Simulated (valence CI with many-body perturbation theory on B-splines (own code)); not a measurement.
# Ladder of approximations for Cr IV

Computed by valence CI with perturbative core correlation (CI+MBPT): three valence electrons over a frozen Dirac-Fock core [Ar], a basis of 9 s, 9 p, 10 d, 8 f, 5 g, 3 h, 1 i functions for each j, with the one-electron correlation potential Σ1, the two-electron term Σ2, the three-electron term Σ3, Breit, model QED; selected CI, second order for the rest, scaled by the run's own slope (own B-spline code, finite nucleus).

Set against measurement, 66 paired levels are off by 1079 cm⁻¹ on average, the worst by 1844. These come from a selection out of Sugar and Corliss, J. Phys. Chem. Ref. Data 6, 317 (1977). Levels without a partner in it may be off by more, other configurations by 1,000 to 8,000 cm⁻¹.

Each rung adds one term. CI alone is the Dirac-Coulomb CI over the frozen core; QED comes last and gives the full result, which names the levels. Energies are above 3d3 4F_3/2 on the same rung, in eV.

Names give the largest LS component (configuration and term), which can be under half, so a name can repeat, a term be missing and a line seem to break the LS rules; names also repeat where a configuration has a term twice. Letters in brackets count levels of one name in rising energy.

| Level | CI alone | + Σ1 | + Σ2 | + Σ3 | + Breit | Full |
| --- | --- | --- | --- | --- | --- | --- |
| 3d3 4F_5/2 | 0.026 | 0.030 | 0.034 | 0.034 | 0.029 | 0.029 |
| 3d3 4F_7/2 | 0.063 | 0.071 | 0.079 | 0.079 | 0.068 | 0.068 |
| 3d3 4F_9/2 | 0.108 | 0.123 | 0.136 | 0.136 | 0.116 | 0.116 |
| 3d3 4P_1/2 | 1.840 | 1.887 | 1.800 | 1.800 | 1.795 | 1.796 |
| 3d3 4P_3/2 | 1.852 | 1.900 | 1.814 | 1.815 | 1.810 | 1.810 |
| 3d3 4P_5/2 | 1.885 | 1.938 | 1.856 | 1.856 | 1.846 | 1.846 |
| 3d3 2G_7/2 | 1.878 | 1.935 | 1.897 | 1.855 | 1.846 | 1.846 |
| 3d3 2G_9/2 | 1.918 | 1.979 | 1.945 | 1.904 | 1.888 | 1.889 |
| 3d3 2P_3/2 | 2.356 | 2.428 | 2.412 | 2.471 | 2.469 | 2.469 |
| 3d3 2P_1/2 | 2.343 | 2.416 | 2.393 | 2.481 | 2.475 | 2.475 |
| 3d3 2H_9/2 | 2.572 | 2.648 | 2.550 | 2.550 | 2.538 | 2.538 |
| 3d3 2H_11/2 | 2.604 | 2.683 | 2.588 | 2.589 | 2.569 | 2.570 |
| 3d3 2D_3/2 [a] | 2.553 | 2.633 | 2.678 | 2.635 | 2.622 | 2.623 |
| 3d3 2D_5/2 [a] | 2.583 | 2.664 | 2.711 | 2.640 | 2.628 | 2.628 |
| 3d3 2F_7/2 | 4.314 | 4.433 | 4.268 | 4.294 | 4.282 | 4.283 |
| 3d3 2F_5/2 | 4.330 | 4.451 | 4.289 | 4.315 | 4.306 | 4.306 |
| 3d3 2D_5/2 [b] | 6.478 | 6.656 | 6.681 | 6.681 | 6.674 | 6.675 |
| 3d3 2D_3/2 [b] | 6.498 | 6.679 | 6.701 | 6.702 | 6.694 | 6.695 |
| 3d2 4s 4F_3/2 | 9.546 | 10.542 | 12.636 | 12.685 | 12.697 | 12.704 |
| 3d2 4s 4F_5/2 | 9.576 | 10.576 | 12.672 | 12.721 | 12.729 | 12.737 |
| 3d2 4s 4F_7/2 | 9.620 | 10.625 | 12.724 | 12.773 | 12.775 | 12.783 |
| 3d2 4s 4F_9/2 | 9.676 | 10.689 | 12.792 | 12.841 | 12.834 | 12.841 |
| 3d2 4s 2F_5/2 | 10.236 | 11.236 | 13.372 | 13.424 | 13.431 | 13.438 |
| 3d2 4s 2F_7/2 | 10.324 | 11.334 | 13.478 | 13.529 | 13.524 | 13.531 |
| 3d2 4s 2D_5/2 | 11.428 | 12.466 | 14.504 | 14.555 | 14.561 | 14.569 |
| 3d2 4s 2D_3/2 | 11.437 | 12.477 | 14.523 | 14.573 | 14.578 | 14.586 |
| 3d2 4s 4P_1/2 | 11.578 | 12.620 | 14.577 | 14.626 | 14.637 | 14.644 |
| 3d2 4s 4P_3/2 | 11.599 | 12.644 | 14.607 | 14.657 | 14.663 | 14.671 |
| 3d2 4s 4P_5/2 | 11.640 | 12.691 | 14.666 | 14.715 | 14.712 | 14.720 |
| 3d2 4s 2P_1/2 | 12.247 | 13.284 | 15.257 | 15.308 | 15.317 | 15.324 |
| 3d2 4s 2P_3/2 | 12.287 | 13.329 | 15.305 | 15.356 | 15.357 | 15.364 |

Task: How does the ionisation energy move along the ladder, and which term matters most?

Result: CI alone 44.969, + Σ1 46.578, + Σ2 48.725, + Σ3 48.725, + Breit 48.732, + QED 48.734 eV. The largest step is Σ2, 2.148 eV. NIST lists 49.16 ± 0.05 eV (semi-empirical), further off than its uncertainty and the later steps.
